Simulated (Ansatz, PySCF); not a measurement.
Spin states of HLaO (SMILES [OH][La]), each relaxed with B3LYP-D3(BJ)/def2-TZVP.
State 1 (charge 0, multiplicity 1):
| atom | x (Å) | y (Å) | z (Å) |
|---|---|---|---|
| La | -1.1156 | -0.8890 | -0.9772 |
| O | 0.2330 | 0.2161 | 0.1873 |
| H | 0.8495 | 0.7203 | 0.7196 |
State 2 (charge 0, multiplicity 3):
```xyz
3

La    -1.1330    -0.8977    -0.9915
O      0.2414     0.2215     0.1944
H      0.8585     0.7237     0.7268
```

Singlets are restricted, other states unrestricted; no spin–orbit coupling, no relativity up to Kr; see below for the cores. The largest T1 diagnostic is 0.026.

Run with Ansatz (a first-principles code); PySCF for the dispersion terms.  In def2 rows elements past Kr take small-core potentials, without spin–orbit coupling.

Question: What is the computed energy of the multiplicity-3 state less that of the multiplicity-1 state (r2SCANh/def2-TZVPP)?

Answer: -6.7 kcal/mol

Question: Give the energy of the multiplicity-3 state less that of the multiplicity-1 state at the level wB97M-V/def2-TZVPP.

Answer: 8.8 kcal/mol

Question: Estimate the energy of the multiplicity-3 state less that of the multiplicity-1 state that CAM-B3LYP-D4/def2-TZVPP returns for this input.

Answer: 4.8 kcal/mol
